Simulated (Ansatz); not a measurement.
C3H7NSi (SMILES N[C@H]1C=C[SiH2]1) moved off its minimum; all values from Ansatz (an electronic-structure program), cores frozen in correlated methods.
(charge 0, multiplicity 1)
```xyz
12

N      1.8432    -0.4800     0.3064
C      0.5339    -0.7309     0.0676
C     -0.5143    -0.4535     1.0338
C     -1.4652     0.4183     0.6324
Si    -0.5097     0.5941    -0.9398
H      2.2684    -1.1077     1.0633
H      2.0633     0.4491     0.7334
H      0.4393    -1.7366    -0.3911
H     -0.5184    -0.8749     2.0856
H     -2.3116     0.8177     1.0455
H     -1.0856     0.2446    -2.2063
H      0.2551     1.8556    -1.1872
```

Question: Give the forces (eV/Å), the total energy and the dipole at CCSD(T)/aug-cc-pV(T+d)Z.

Answer: 
| atom | Fx | Fy | Fz |
|---|---|---|---|
| N1 | 5.459 | 0.639 | 3.235 |
| C2 | -3.060 | -0.608 | -3.325 |
| C3 | -1.716 | -0.466 | 4.439 |
| C4 | 2.228 | -0.511 | -2.213 |
| Si5 | 1.056 | 0.253 | 0.049 |
| H6 | -0.826 | 0.623 | -1.416 |
| H7 | -0.655 | -0.661 | -0.829 |
| H8 | -0.139 | 0.320 | 0.255 |
| H9 | 0.167 | 0.168 | -0.904 |
| H10 | -1.875 | 0.569 | 1.435 |
| H11 | -0.527 | -0.285 | -0.901 |
| H12 | -0.112 | -0.040 | 0.174 |
Energy -461.9735 hartree, dipole 1.55 D.
